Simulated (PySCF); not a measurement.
Geometry:
```json
{"atom": "C1", "x (Å)": "-1.043", "y (Å)": "2.632", "z (Å)": "-1.020"}
{"atom": "N2", "x (Å)": "-0.856", "y (Å)": "1.739", "z (Å)": "-0.149"}
{"atom": "Si3", "x (Å)": "0.101", "y (Å)": "0.288", "z (Å)": "-0.453"}
{"atom": "N4", "x (Å)": "1.619", "y (Å)": "0.259", "z (Å)": "0.355"}
{"atom": "C5", "x (Å)": "2.856", "y (Å)": "0.803", "z (Å)": "-0.148"}
{"atom": "N6", "x (Å)": "-0.862", "y (Å)": "-1.007", "z (Å)": "0.154"}
{"atom": "C7", "x (Å)": "-0.356", "y (Å)": "-2.356", "z (Å)": "0.136"}
{"atom": "C8", "x (Å)": "-2.266", "y (Å)": "-0.894", "z (Å)": "0.453"}
{"atom": "H9", "x (Å)": "-0.660", "y (Å)": "2.582", "z (Å)": "-2.065"}
{"atom": "H10", "x (Å)": "-1.621", "y (Å)": "3.547", "z (Å)": "-0.783"}
{"atom": "H11", "x (Å)": "0.453", "y (Å)": "0.252", "z (Å)": "-1.916"}
{"atom": "H12", "x (Å)": "1.602", "y (Å)": "0.111", "z (Å)": "1.359"}
{"atom": "H13", "x (Å)": "3.721", "y (Å)": "0.182", "z (Å)": "0.140"}
{"atom": "H14", "x (Å)": "2.830", "y (Å)": "0.823", "z (Å)": "-1.249"}
{"atom": "H15", "x (Å)": "3.060", "y (Å)": "1.837", "z (Å)": "0.190"}
{"atom": "H16", "x (Å)": "-0.824", "y (Å)": "-2.978", "z (Å)": "-0.653"}
{"atom": "H17", "x (Å)": "-0.540", "y (Å)": "-2.863", "z (Å)": "1.102"}
{"atom": "H18", "x (Å)": "0.732", "y (Å)": "-2.352", "z (Å)": "-0.032"}
{"atom": "H19", "x (Å)": "-2.906", "y (Å)": "-1.378", "z (Å)": "-0.313"}
{"atom": "H20", "x (Å)": "-2.554", "y (Å)": "0.164", "z (Å)": "0.526"}
{"atom": "H21", "x (Å)": "-2.501", "y (Å)": "-1.374", "z (Å)": "1.422"}
```

PySCF 2.14 calculation with PBE0/pcSseg-1 with gauge-including orbitals and PBE0-D3(BJ)/def2-SVP structure; relativity neglected, fast rotation and ring inversion assumed for equivalent nuclei, gas phase, one computed conformer.

Chemical shifts δ = σref − σ; $^{13}$C (σ = 184.41 ppm) and $^{1}$H (σ = 31.27 ppm) and $^{29}$Si (σ = 351.99 ppm) against TMS; $^{15}$N (σ = 265.67 ppm) vs NH3, all at this level.

```tsv
atoms	nucleus	count	Hirshfeld charge	δ (ppm)
C1	$^{13}$C	1	0.02	173.3
N2	$^{15}$N	1	-0.23	?
H13/H14/H15	$^{1}$H	3	0.04	2.54
N4	$^{15}$N	1	-0.24	?
H10	$^{1}$H	1	0.05	8.52
H11	$^{1}$H	1	-0.10	?
H16/H17/H18/H19/H20/H21	$^{1}$H	6	0.03	2.50
C5	$^{13}$C	1	-0.07	28.2
H9	$^{1}$H	1	0.04	8.55
H12	$^{1}$H	1	0.12	0.38
C7/C8	$^{13}$C	2	-0.07	37.1
Si3	$^{29}$Si	1	0.42	?
N6	$^{15}$N	1	-0.17	24.2
```

Problem. Complete the table.

Solution. 
- H11: 4.48 ppm, hydrogen on a silicon bonded to 3 N
- N2: 439.6 ppm, imine nitrogen
- N4: 38.2 ppm, nitrogen bonded to C, Si, H
- Si3: -18.5 ppm, silicon bonded to 3 N, H

The OH or NH signal is concentration- and solvent-dependent in practice; the value given is the gas-phase one. Shifts are as computed. Against solution values, carbons near 30 ppm lie about +2 ppm off and those near 130 ppm about +5 ppm. Of 1211 compounds with measured shifts, 218 miss one by over three times the rms of a fit or turn the order of signals round; such compounds aren't used in these exercises. Experimental scales use liquid or dissolved standards, which lie at an offset from isolated NH3 (liquid NH3: subtract about 20 ppm). Unscaled 15N shifts of sp2 nitrogen come out 20 to 40 ppm too high even then.
